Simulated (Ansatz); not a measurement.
Mulliken charges of AlBH4SSi (`[BH2][Al]1[SiH2][S]1`) from ωB97M-V/def2-TZVPP in Ansatz (PBE0-D4/def2-TZVP geometry).

```tsv
atom	x (Å)	y (Å)	z (Å)	charge (e)
B1	-1.109	2.053	-0.535	-0.142
Al2	-0.110	0.241	-0.188	0.159
Si3	0.868	-1.653	0.773	0.098
S4	0.898	-1.295	-1.379	-0.275
H5	-2.292	2.088	-0.711	0.102
H6	-0.528	3.098	-0.525	0.102
H7	2.229	-1.696	1.369	-0.022
H8	0.135	-2.892	1.141	-0.022
```

Q: By hand: the dipole of these point charges (1 e Å = 4.8032 D).

A: Σ q r = (-0.362, 0.571, 0.320) e Å, of length 0.748 e Å = 3.59 D.

Q: How does the dipole of the full density compare? (An estimate is asked.)

A: Ansatz gave: (-0.254, 0.404, 0.208) e Å, 2.50 D; the point charges give 1.44 times that, at 2° from its direction.

Point charges leave out the atoms' own dipoles, such as those of lone pairs, and Mulliken's split depends on the basis, so the two needn't agree.
